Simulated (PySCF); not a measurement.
# Computed properties of 2,2-dichloropropane (C3H6Cl2), SMILES ClC(C)(C)Cl

C3H6Cl2, SMILES CC(C)(Cl)Cl. Coordinates come from a PBE0-D3(BJ)/def2-SVP optimisation. The values are those of a single conformer. All values are computed for the isolated molecule unless a solvent is named; none is compared with measurement here.

**Structure.** The optimised structure has C2v symmetry. All 27 harmonic modes at PBE0-D3(BJ)/def2-SVP (PySCF) are real, so it is a minimum. With heavy atoms numbered as in [CH3:1][C:2]([CH3:3])([Cl:4])[Cl:5], the shortest bond between them is C1–C2 at 1.513 Å and the longest C2–Cl5 at 1.801 Å.

**Vibrations.** The strongest infrared lines (harmonic, unscaled, degenerate partners summed) lie at 673 cm⁻¹ (82 km/mol, C 61 %, H 23 %, Cl 17 %), 1130 cm⁻¹ (78 km/mol, H 52 %, C 47 %), 1178 cm⁻¹ (39 km/mol, C 55 %, H 45 %). The softest mode is at 256 cm⁻¹ and the zero-point energy is 53.5 kcal/mol.

**Electronic structure.** ωB97X/def2-TZVP (PySCF) places the frontier levels at -10.90 and 2.36 eV, a gap of 13.26 eV, and gives a dipole moment of 2.30 D and a mean polarisability of 60.6 bohr³. PBE/def2-TZVP (PySCF) at the same geometry gives -7.02 and -1.05 eV, so its gap is 7.29 eV narrower. An orbital gap is neither the optical nor the fundamental gap.

**Excitations.** TDDFT-B3LYP/def2-SVPD (PySCF) has S1 at 6.67 eV (186 nm, f = 0.022, weak); the most intense of the 10 singlets computed lies at 7.90 eV (f = 0.07). T1 (TDA) is at 6.02 eV. TDDFT-PBE/def2-SVPD (PySCF) puts S1 at 6.26 eV. No vertical singlet excitation falls in the visible range (under 3.1 eV).

**NMR.** GIAO shifts at PBE0/pcSseg-1 (PySCF) (non-relativistic, atoms alike by connectivity averaged): ¹³C from 42.9 to 101.1 ppm against TMS; ¹H at 2.3 ppm against TMS. Without spin–orbit terms, shifts of atoms bonded to Cl or Br come out too high.

**Solvation.** SMD-PBE0/def2-SVP (PySCF) gives -0.9 kcal/mol in water, -4.9 kcal/mol in ethylethanoate, -5.2 kcal/mol in methanol (1 M in both phases, gas-phase geometry).
